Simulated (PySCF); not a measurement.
PySCF input for B(Cl)(F)(OAc) (C2H3BClFO2), SMILES CC(=O)OB(F)Cl, TPSSh-D3(BJ)/def2-SVP. Coordinates come from a TPSSh-D3(BJ)/def2-SVP optimisation. This is a generated structure with no PubChem entry under its InChIKey; it may be hypothetical. The values are those of a single conformer.

```python
import numpy as np
from pyscf import gto, scf, dft, df
from pyscf.hessian import thermo

mol = gto.M(
    atom='''
    B     0.72362570    0.46815670    0.63793150
    Cl    0.35842842   -0.88471957    1.69438283
    F     1.54579973    1.41227935    1.06178742
    O     0.26855783    0.57510106   -0.64412433
    C    -0.86197891   -0.01949948   -1.18841581
    C    -0.67678860   -0.25881347   -2.65826455
    O    -1.83652681   -0.24982783   -0.53293640
    H    -1.60005803   -0.66517005   -3.08559930
    H     0.15622905   -0.96216460   -2.81271909
    H    -0.40342347    0.68396174   -3.15536597
    ''',
    basis='def2-SVP',
    charge=0,
    spin=0,
    max_memory=1600,
    verbose=3,
)
mf = dft.RKS(mol, xc='tpssh').density_fit(auxbasis='def2-universal-jkfit')
mf.disp = 'd3bj'
mf.grids.level = 4
mf.conv_tol = 1e-11
mf.max_cycle = 100
mf.kernel()

# analytic Hessian; the response equations are solved on a coarser grid
h, args, fine = mf.Hessian(), (mf.mo_energy, mf.mo_coeff, mf.mo_occ), mf.grids
h.max_memory = max(150, 2.5e-5 * df.make_auxmol(mol, mf.with_df.auxbasis).nao * mol.nelec[0] * (mol.nelec[0] + mol.nao))  # MB; small integral blocks
h1ao = h.make_h1(mf.mo_coeff, mf.mo_occ)
mf.grids = dft.Grids(mol).set(level=2).build(with_non0tab=True)
mo1, mo_e1 = h.solve_mo1(*args, h1ao)
mf.grids = fine
hess = h.hess_elec(*args, mo1, mo_e1, h1ao) + h.hess_nuc()
if mf.do_disp():
    hess += h.get_dispersion()
for i in range(mol.natm):  # the analytic DFT Hessian lacks the response of the grid: restore translational invariance
    hess[i, i] -= hess[i].sum(axis=0)
hess = (hess + hess.transpose(1, 0, 3, 2)) / 2
vib = thermo.harmonic_analysis(mol, hess, imaginary_freq=False)
thermo.dump_normal_mode(mol, vib)
th = thermo.thermo(mf, vib['freq_au'][vib['freq_au'] > 0], 298.15, 101325)
thermo.dump_thermo(mol, th)
g0 = mf.nuc_grad_method().set(verbose=0).kernel()

# dipole derivatives [dipole axis, atom, xyz] from the same response
r, irp = mol.intor('int1e_r'), mol.intor('int1e_irp').reshape(3, 3, mol.nao, mol.nao)
sl, dm0, ok = mol.aoslice_by_atom(), np.array(mf.make_rdm1()), []
dmu = np.einsum('a,xt->xat', mol.atom_charges(), np.eye(3))
for a, (_, _, p0, p1) in enumerate(sl):
    dmu[:, a] += 2 * np.einsum('xtij,ij->xt', irp[:, :, :, p0:p1], dm0.reshape(-1, mol.nao, mol.nao).sum(0)[:, p0:p1])
    for u, c, occ, f in [(mo1, mf.mo_coeff, mf.mo_occ, 4)]:
        dmu[:, a] -= f * np.einsum('tui,xuv,vi->xt', u[a], r, c[:, occ > 0], optimize=True)
L = vib['norm_mode']
ir = 974.8801 * (np.einsum('xat,kat->kx', dmu, L) ** 2).sum(1)       # km/mol
apt = np.einsum('xax->a', dmu) / 3

# polarisability derivatives from nuclear gradients in small electric fields
h0, F = mf.get_hcore(), 0.005
def in_field(f, guess):
    m = mf.copy()
    m.verbose, m.conv_tol, m.conv_tol_grad = 0, 1e-11, 2e-7
    m.get_hcore = lambda *a: h0 + np.einsum('x,xij->ij', f, r)
    m.kernel(guess)
    ok.append(m.converged)
    dm = np.array(m.make_rdm1())
    g = m.nuc_grad_method().kernel() - np.outer(mol.atom_charges(), f)
    for a, (_, _, p0, p1) in enumerate(sl):
        g[a] -= 2 * np.einsum('x,xtij,ij->t', f, irp[:, :, :, p0:p1], dm[:, p0:p1])
    return g, -np.einsum('xij,ij->x', r, dm), dm
E = np.eye(3) * F
g0, _, dm0 = in_field(np.zeros(3), dm0)
gp = [in_field(e, dm0) for e in E]
gm = [in_field(-e, 2 * dm0 - p[2]) for e, p in zip(E, gp)]
alpha = np.array([(p[1] - q[1]) / (2 * F) for p, q in zip(gp, gm)])  # bohr^3
check = abs(np.array([-(p[0] - q[0]) / (2 * F) for p, q in zip(gp, gm)]) - dmu).max()
print('static polarisability / bohr^3:', alpha.round(3))
print('largest difference of analytic and finite-field dipole derivatives / e:', check)
da = np.zeros((3, 3, mol.natm, 3))
for x in range(3):
    da[x, x] = -(gp[x][0] + gm[x][0] - 2 * g0) / F**2
for x, y in ((0, 1), (0, 2), (1, 2)):
    up, down = in_field(E[x] + E[y], gp[x][2] + gp[y][2] - dm0), in_field(-E[x] - E[y], gm[x][2] + gm[y][2] - dm0)
    both = -(up[0] + down[0] - 2 * g0) / F**2
    da[x, y] = da[y, x] = (both - da[x, x] - da[y, y]) / 2
aq = np.einsum('xyat,kat->kxy', da, L) * 0.529177210903**2           # A^2/amu^1/2
a = np.einsum('kxx->k', aq) / 3
g2 = 1.5 * (aq**2).sum((1, 2)) - 4.5 * a**2
raman, depol = 45 * a**2 + 7 * g2, 3 * g2 / (45 * a**2 + 4 * g2 + 1e-12)
print('mode   freq/cm-1   IR/(km/mol)   Raman/(A^4/amu)   depolarisation')
for k, w in enumerate(vib['freq_wavenumber']):
    print(f'{k + 1:4d} {w:11.2f} {ir[k]:13.3f} {raman[k]:17.3f} {depol[k]:16.3f}')
print('max |gradient| / (hartree/bohr):', abs(g0).max())
print('APT charges:', apt.round(4))
```

Log of the run:

```
converged SCF energy = -813.145439601185

WARN: MGGA Hessian is sensitive to dft grids. grids.level 4 may not be dense enough.


WARN: DFTD3 does not support analytical Hessian, using finite difference


WARN: Mole.unit (angstrom) is changed to Bohr

Mode                                 0                   1                   2
Irrep
Freq [cm^-1]                       42.0153             85.7172            120.1635
Reduced mass [au]                   4.9797              6.8834              1.1734
Force const [Dyne/A]                0.0052              0.0298              0.0100
Char temp [K]                      60.4506            123.3279            172.8885
Normal mode                   x     y     z       x     y     z       x     y     z
       0   B                -0.01  0.01  0.00   -0.00  0.03  0.00   -0.01  0.00  0.01
       1  Cl                 0.03 -0.04 -0.05   -0.02  0.01 -0.03    0.02  0.00  0.02
       2   F                -0.05  0.03  0.04    0.10 -0.05 -0.02    0.01 -0.01 -0.02
       3   O                -0.00  0.02  0.00   -0.09  0.12  0.05   -0.04  0.01  0.02
       4   C                -0.01  0.02  0.01   -0.02  0.00  0.02   -0.02  0.01 -0.01
       5   C                 0.03 -0.13  0.04    0.07 -0.05  0.04    0.02  0.03 -0.01
       6   O                -0.04  0.13  0.00   -0.03 -0.06 -0.01   -0.02 -0.05 -0.03
       7   H                 0.02 -0.09  0.04    0.14 -0.17  0.02   -0.12  0.48 -0.13
       8   H                -0.03 -0.23  0.15    0.16  0.04  0.11   -0.32 -0.39  0.07
       9   H                 0.15 -0.21 -0.04   -0.01 -0.04  0.01    0.56 -0.09  0.06
Mode                                 3                   4                   5
Irrep
Freq [cm^-1]                      129.9619            308.7687            365.0147
Reduced mass [au]                   7.0400              5.4304             13.2165
Force const [Dyne/A]                0.0701              0.3050              1.0375
Char temp [K]                     186.9863            444.2494            525.1749
Normal mode                   x     y     z       x     y     z       x     y     z
       0   B                -0.01 -0.03  0.02    0.03 -0.00  0.02   -0.07 -0.05 -0.03
       1  Cl                 0.06 -0.01  0.07   -0.04 -0.02 -0.04    0.00 -0.04  0.06
       2   F                 0.00 -0.01 -0.04   -0.00  0.08 -0.10   -0.07 -0.03 -0.11
       3   O                -0.05 -0.04  0.03    0.01 -0.08  0.03   -0.01  0.09 -0.04
       4   C                -0.04  0.01 -0.03   -0.01 -0.03  0.06    0.02  0.06 -0.01
       5   C                 0.05  0.03 -0.03    0.09  0.06  0.07    0.04  0.01  0.00
       6   O                -0.10  0.06 -0.10   -0.03  0.01  0.05    0.08  0.02  0.06
       7   H                 0.12 -0.10 -0.07    0.15  0.08 -0.08    0.07 -0.03 -0.01
       8   H                 0.16  0.16 -0.01    0.13  0.09  0.10    0.06  0.01  0.07
       9   H                -0.08  0.08 -0.01    0.13  0.11  0.18    0.05 -0.02 -0.04
Mode                                 6                   7                   8
Irrep
Freq [cm^-1]                      418.8868            555.2090            583.8822
Reduced mass [au]                   5.4024              4.9821              3.7942
Force const [Dyne/A]                0.5585              0.9049              0.7621
Char temp [K]                     602.6848            798.8221            840.0765
Normal mode                   x     y     z       x     y     z       x     y     z
       0   B                -0.02 -0.03 -0.08    0.17 -0.09 -0.08   -0.12  0.08  0.08
       1  Cl                 0.03  0.06 -0.02   -0.02 -0.01  0.02    0.01  0.00 -0.02
       2   F                -0.04 -0.09  0.06   -0.02  0.05  0.02    0.03 -0.01 -0.01
       3   O                -0.01 -0.03 -0.07    0.03  0.02 -0.03    0.03 -0.09  0.00
       4   C                -0.06 -0.02  0.01   -0.07  0.11 -0.01   -0.05  0.14 -0.03
       5   C                 0.07  0.03  0.02   -0.01  0.01  0.03   -0.00  0.01 -0.00
       6   O                -0.02  0.00  0.07   -0.03 -0.06 -0.01    0.02 -0.05  0.01
       7   H                 0.16  0.02 -0.17    0.06 -0.13  0.02    0.06 -0.16  0.03
       8   H                 0.13  0.08  0.13    0.03 -0.01  0.28    0.02 -0.03  0.29
       9   H                 0.13  0.07  0.14    0.04 -0.10 -0.15    0.04 -0.14 -0.26
Mode                                 9                  10                  11
Irrep
Freq [cm^-1]                      617.4071            666.3339            907.9986
Reduced mass [au]                   5.8708              8.3605              7.5699
Force const [Dyne/A]                1.3185              2.1871              3.6771
Char temp [K]                     888.3114            958.7061           1306.4078
Normal mode                   x     y     z       x     y     z       x     y     z
       0   B                 0.01  0.07 -0.01   -0.07  0.09 -0.02    0.00  0.05 -0.10
       1  Cl                -0.01 -0.05  0.03   -0.00 -0.04  0.03   -0.01 -0.02  0.01
       2   F                 0.07  0.06  0.04    0.03  0.01  0.00    0.03  0.02  0.03
       3   O                -0.03  0.00 -0.05    0.10  0.05 -0.12   -0.13 -0.07 -0.05
       4   C                -0.08 -0.04 -0.05   -0.01 -0.03  0.03    0.04  0.01 -0.05
       5   C                 0.02 -0.02 -0.12   -0.02  0.01  0.10    0.00  0.03  0.11
       6   O                 0.00  0.02  0.09   -0.07 -0.03 -0.06    0.08  0.02 -0.03
       7   H                 0.10 -0.02 -0.30   -0.01  0.05  0.06   -0.04  0.02  0.21
       8   H                 0.07  0.03 -0.04    0.00  0.04  0.06   -0.02  0.00  0.11
       9   H                 0.07  0.02 -0.01   -0.00  0.06  0.20   -0.02  0.01  0.08
Mode                                12                  13                  14
Irrep
Freq [cm^-1]                     1007.4171           1052.9722           1214.7612
Reduced mass [au]                   1.7656              1.8411              3.6467
Force const [Dyne/A]                1.0557              1.2027              3.1705
Char temp [K]                    1449.4490           1514.9925           1747.7709
Normal mode                   x     y     z       x     y     z       x     y     z
       0   B                -0.00 -0.03  0.05   -0.00  0.01 -0.01    0.03  0.08 -0.07
       1  Cl                 0.00  0.01 -0.01   -0.00 -0.00  0.00   -0.00 -0.01  0.01
       2   F                -0.00  0.00 -0.01   -0.00 -0.00 -0.00   -0.02 -0.02 -0.00
       3   O                 0.01  0.02  0.04    0.00  0.02  0.00   -0.03 -0.03 -0.00
       4   C                -0.01 -0.02 -0.08    0.05 -0.14  0.03    0.11  0.07  0.16
       5   C                -0.13 -0.03  0.04   -0.04  0.11 -0.03   -0.06 -0.03 -0.05
       6   O                 0.06  0.02 -0.04   -0.01  0.03 -0.00   -0.01 -0.01 -0.02
       7   H                 0.11 -0.05 -0.43    0.08 -0.25  0.05    0.11 -0.04 -0.39
       8   H                 0.11  0.17  0.36   -0.07 -0.05  0.45    0.07  0.11 -0.06
       9   H                 0.15  0.06  0.37    0.14 -0.16 -0.42    0.13 -0.06 -0.02
Mode                                15                  16                  17
Irrep
Freq [cm^-1]                     1240.8479           1389.9347           1414.4446
Reduced mass [au]                  10.9179              1.4022             10.0016
Force const [Dyne/A]                9.9044              1.5960             11.7893
Char temp [K]                    1785.3039           1999.8066           2035.0708
Normal mode                   x     y     z       x     y     z       x     y     z
       0   B                -0.04 -0.16  0.14    0.03  0.02  0.03    0.15  0.12  0.16
       1  Cl                 0.00  0.01 -0.01   -0.00 -0.00  0.00   -0.00 -0.00 -0.00
       2   F                 0.04  0.05  0.02   -0.01 -0.01 -0.00   -0.06 -0.06 -0.03
       3   O                -0.06  0.00 -0.12   -0.02 -0.00 -0.02   -0.04 -0.00 -0.07
       4   C                 0.06  0.02  0.05    0.03  0.02  0.04   -0.01 -0.01 -0.03
       5   C                -0.01  0.00 -0.00    0.02 -0.02 -0.13    0.00  0.01  0.04
       6   O                -0.01 -0.00 -0.00   -0.01 -0.00  0.00    0.00  0.00  0.00
       7   H                 0.04 -0.02 -0.08   -0.20 -0.01  0.33    0.05  0.00 -0.04
       8   H                 0.01  0.03 -0.03    0.04 -0.13  0.50   -0.03 -0.01 -0.08
       9   H                 0.05 -0.03 -0.05   -0.10  0.29  0.42   -0.02 -0.04 -0.07
Mode                                18                  19                  20
Irrep
Freq [cm^-1]                     1456.4435           1465.6563           1882.7780
Reduced mass [au]                   1.0505              1.0467             12.0355
Force const [Dyne/A]                1.3129              1.3248             25.1370
Char temp [K]                    2095.4980           2108.7531           2708.8983
Normal mode                   x     y     z       x     y     z       x     y     z
       0   B                 0.01  0.01  0.01   -0.00 -0.00  0.00   -0.00  0.01 -0.02
       1  Cl                -0.00 -0.00 -0.00    0.00  0.00 -0.00   -0.00 -0.00  0.00
       2   F                -0.00 -0.00 -0.00    0.00  0.00  0.00    0.00  0.00  0.00
       3   O                -0.00  0.00 -0.00   -0.00  0.00 -0.00    0.00 -0.00  0.01
       4   C                -0.00 -0.00 -0.02    0.01 -0.02  0.01    0.17  0.03 -0.14
       5   C                -0.04 -0.02 -0.02    0.02 -0.05  0.01   -0.01  0.00  0.02
       6   O                -0.01 -0.00  0.01   -0.00  0.00 -0.00   -0.12 -0.03  0.08
       7   H                -0.25  0.03  0.40   -0.22  0.66 -0.15    0.04  0.00 -0.05
       8   H                 0.37  0.47 -0.12    0.27  0.20  0.32   -0.02 -0.02  0.03
       9   H                 0.57 -0.18 -0.01   -0.34 -0.11 -0.33   -0.03  0.01  0.03
Mode                                21                  22                  23
Irrep
Freq [cm^-1]                     3054.9743           3136.5368           3190.8506
Reduced mass [au]                   1.0369              1.1012              1.1062
Force const [Dyne/A]                5.7014              6.3827              6.6360
Char temp [K]                    4395.4278           4512.7782           4590.9236
Normal mode                   x     y     z       x     y     z       x     y     z
       0   B                -0.00 -0.00 -0.00    0.00 -0.00 -0.00    0.00 -0.00  0.00
       1  Cl                -0.00 -0.00  0.00   -0.00  0.00 -0.00    0.00  0.00 -0.00
       2   F                 0.00  0.00 -0.00    0.00  0.00  0.00   -0.00 -0.00 -0.00
       3   O                -0.00  0.00  0.00   -0.00  0.00 -0.00    0.00  0.00  0.00
       4   C                 0.00  0.00  0.00    0.00 -0.00 -0.00   -0.00 -0.00  0.00
       5   C                 0.02 -0.01 -0.04    0.03 -0.08  0.02   -0.08 -0.04 -0.01
       6   O                -0.00 -0.00  0.00    0.00 -0.00  0.00    0.00  0.00 -0.00
       7   H                 0.37  0.16  0.16   -0.05 -0.04 -0.02    0.72  0.32  0.33
       8   H                -0.49  0.42  0.08   -0.50  0.41  0.10    0.19 -0.17 -0.04
       9   H                -0.14 -0.51  0.26    0.18  0.58 -0.31    0.07  0.28 -0.15
temperature 298.1500 [K]
pressure 101325.00 [Pa]
Rotational constants [GHz] 3.51400 1.43657 1.12927
Symmetry number 1
Zero-point energy (ZPE) 0.05994 [Eh]   157362.622 [J/mol]
                           tot       elec      trans        rot        vib
Entropy [J/mol/K]       373.796      0.000    168.893    118.926     85.977
Cv [J/mol/K]            102.211      0.000     12.472     12.472     77.268
Cp [J/mol/K]            110.525      0.000     20.786     12.472     77.268
Internal energy [J/mol]                      3718.434   3718.434 170080.043
Internal energy [Eh]   -813.07783  -813.14544
Enthalpy [J/mol]                             6197.391   3718.434 170080.043
Enthalpy [Eh]          -813.07688
Gibbs free energy [J/mol]                  -44158.134 -31739.404 144446.063
Gibbs free energy [Eh] -813.11933
static polarisability / bohr^3: [[42.87   5.268  3.058]
 [ 5.267 39.001 -2.643]
 [ 3.057 -2.641 53.04 ]]
largest difference of analytic and finite-field dipole derivatives / e: 0.0005525091159728213
mode   freq/cm-1   IR/(km/mol)   Raman/(A^4/amu)   depolarisation
   1       42.02         3.284             0.931            0.742
   2       85.72         0.019             0.313            0.733
   3      120.16         0.454             0.057            0.438
   4      129.96         0.687             0.528            0.573
   5      308.77         7.481             1.158            0.634
   6      365.01         0.983             2.426            0.716
   7      418.89         4.577             1.133            0.348
   8      555.21         6.402             1.725            0.600
   9      583.88        24.376             0.524            0.678
  10      617.41        53.670             6.787            0.118
  11      666.33        15.071             1.517            0.453
  12      908.00        54.593             3.189            0.190
  13     1007.42        36.000             2.747            0.269
  14     1052.97         5.191             0.253            0.745
  15     1214.76       287.035             0.628            0.633
  16     1240.85       621.708             2.056            0.074
  17     1389.93       144.394             4.959            0.722
  18     1414.44       499.320             0.235            0.369
  19     1456.44        17.668            14.496            0.707
  20     1465.66         9.076            14.037            0.750
  21     1882.78       231.691             6.946            0.262
  22     3054.97         0.335           134.539            0.006
  23     3136.54         1.318            66.710            0.738
  24     3190.85         3.118            67.183            0.703
max |gradient| / (hartree/bohr): 2.2717193473829927e-05
APT charges: [ 1.5867 -0.4034 -0.6219 -1.1712  1.2517 -0.1006 -0.6463  0.0268  0.0373
  0.041 ]
```

The calculation finished and met its thresholds.
